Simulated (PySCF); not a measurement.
# In⁻ (indium, charge -1) across methods

[Kr] 4d10 5s2 5p2, high-spin 3P determinant. All numbers are calculated (PySCF 2.14, a scalar-relativistic core potential, in def2-QZVPPD with the def2 core potential (28 electrons) (8s6p5d4f1g, 88 functions)). The B2PLYP total includes its PT2 part (frozen core); its orbital energies are those of the SCF part.

| method | E (hartree) | mean ε 5s α (eV) | mean ε 5s β (eV) | mean ε 5p α (eV) | Σ⟨r²⟩ (bohr²) | ⟨S²⟩ |
| --- | --- | --- | --- | --- | --- | --- |
| LDA | -189.8173 | -3.681 | -3.053 | 1.518 | 92.94 | 2.001 |
| PW91 | -190.2161 | -3.489 | -2.773 | 1.547 | 92.78 | 2.002 |
| LC-wPBE | -190.1455 | -7.096 | -5.427 | -0.735 | 87.34 | 2.011 |
| PBE | -190.1343 | -3.443 | -2.739 | 1.566 | 93.26 | 2.002 |
| PBE0 | -190.1303 | -4.432 | -3.377 | 1.003 | 91.42 | 2.003 |
| UHF | -189.21189 | -6.844 | -4.632 | -0.475 | 92.75 | 2.016 |
| MN15 | -189.7238 | -5.153 | -4.331 | 0.801 | 90.96 | 2.004 |
| B2PLYP | -189.8449 | -5.314 | -3.977 | 0.601 | 92.32 | 2.005 |

Estimate the same row for r2SCAN.

E (hartree) = -190.2014; mean ε 5s α (eV) = -3.701; mean ε 5s β (eV) = -2.799; mean ε 5p α (eV) = 1.427; Σ⟨r²⟩ (bohr²) = 91.14; ⟨S²⟩ = 2.006.

Energies and moments cover only the electrons outside the core potential.

The highest occupied level is positive at LDA, PW91, PBE, PBE0, r2SCAN, MN15, B2PLYP: only the finite basis holds that electron, which in a density functional comes from self-interaction.
